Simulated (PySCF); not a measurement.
C5H6N, SMILES c1c[nH+]ccc1, charge +1.

The structure is a stationary point at PBE0-D3(BJ)/def2-SVP. The isomer is the one that the SMILES or the coordinates give; other isomers of the formula were not compared.

Level of theory: SMD-ωB97X/def2-SVP (PySCF).

Solvation free energies are E(SMD) − E(gas) at the gas-phase geometry, for 1 M in both phases.

**Question.** Estimate the solvation free energies in water, methanol, cyclohexanone. (An estimate is asked for; the answer gives what the named calculation found.)

**Answer.** 
| solvent | ΔG(solv) (kcal/mol) | its non-electrostatic (CDS) part |
|---|---|---|
| water | -59.1 | 3.4 |
| methanol | -61.3 | 0.1 |
| cyclohexanone | -60.1 | -0.8 |
